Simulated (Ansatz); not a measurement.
Calculated with Ansatz (gas phase, PBE0-D4/def2-TZVP geometries, no zero-point term in ΔE). CCSD(T)/CBS is the MP2 limit (def2-TZVPP, def2-QZVPP) plus CCSD(T) − MP2 in def2-TZVPP, frozen cores. This one scheme is used for every species. Functionals use def2-TZVPP. B3LYP here is the variant with VWN-RPA as its local correlation; programs differ in this. One conformer a species, not always the lowest.

Reaction (hydrogenolysis of a C–Si bond): `N[SiH2]C[SiH](N)F` + H₂ → `C[SiH2]N` + `N[SiH2]F`

```
             level  ΔE (kJ/mol)  difference from CCSD(T)/CBS
            PBE-D4         10.5                          5.4
         r2SCAN-D4          9.1                          4.0
           PBE0-D4          7.5                          2.4
          B3LYP-D4          4.9                         -0.2
           ωB97X-V          2.8                         -2.3
           ωB97M-V          6.5                          1.4
            B2PLYP         -6.4                        -11.5
               PBE         -2.4                         -7.5
            r2SCAN          5.4                          0.3
              PBE0         -4.0                         -9.1
             B3LYP        -15.5                        -20.6
     HF/def2-TZVPP        -31.2                        -36.3
    MP2/def2-TZVPP          9.3                          4.2
SCS-MP2/def2-TZVPP         -0.4                         -5.5
   CCSD/def2-TZVPP         -2.4                         -7.5
CCSD(T)/def2-TZVPP          4.1                         -1.0
     HF/def2-QZVPP        -32.2                        -37.3
    MP2/def2-QZVPP          9.5                          4.4
SCS-MP2/def2-QZVPP         -0.2                         -5.3
      HF/CBS(def2)        -32.4                        -37.5
     MP2/CBS(def2)         10.3                          5.2
    CCSD/CBS(def2)         -1.4                         -6.5
       CCSD(T)/CBS          5.1                            0
```

Largest T1 diagnostic among the species: 0.011.

The D4 term adds +20.4 kJ/mol with B3LYP and +11.5 kJ/mol with PBE0; it sums over pairs of atoms, weighted by their polarisabilities, and B3LYP, whose exchange is more repulsive, gets the larger term. In def2-TZVPP, CCSD(T) changes the Hartree–Fock value by +35.2 kJ/mol (the triples alone add +6.5 kJ/mol) and MP2 by +40.4 kJ/mol.
